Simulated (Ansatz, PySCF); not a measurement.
Species: isocyanic acid, CHNO, net charge 0, singlet state. SMILES: N=C=O
Geometry from a B3LYP-D3(BJ)/def2-TZVP (Ansatz, a first-principles code) optimisation:
```
C
O 1 1.1640
N 1 1.2097 2 172.93
H 3 1.0049 1 125.93 2 -180.00
```

Property: vertical ionisation energy (to the doublet state of charge +1; each state is the SCF solution reached for its spin; the UHF <S^2> is 0.92 for the doublet (pure: 0.75)), in eV. Cores are frozen in the correlated levels unless marked. UHF or UKS for open shells. Spin-orbit coupling is left out. Non-relativistic. CBS marks a two-point X^-3 extrapolation of the correlation energy; Hartree-Fock from the larger set. [CCSD(T)-MP2]/basis is that difference in the basis named.

```
level                                                          program  vertical ionisation energy (eV)  minus last row
-------------------------------------------------------------  -------  -------------------------------  --------------
HF/aug-cc-pVDZ                                                  Ansatz                            10.34           -1.49
r2SCAN/def2-TZVPD                                               Ansatz                            11.56           -0.27
PBE0/def2-TZVPD                                                 Ansatz                            11.65           -0.18
B2PLYP/def2-TZVPD                                               Ansatz                            11.74           -0.09
RI-MP2/aug-cc-pVTZ                                              Ansatz                            12.39            0.56
CCSD(T)/aug-cc-pVTZ                                             Ansatz                            11.69           -0.14
RI-MP2/CBS(aug-cc-pVTZ,aug-cc-pVQZ)+[CCSD(T)-MP2]/aug-cc-pVTZ   Ansatz                            11.83            0.00
```

For comparison, minus the highest occupied orbital energy (PySCF): 9.66 eV at MN15/def2-TZVPD, 8.05 eV at TPSSh/def2-TZVPD, 7.54 eV at M06-L/def2-TZVPD.
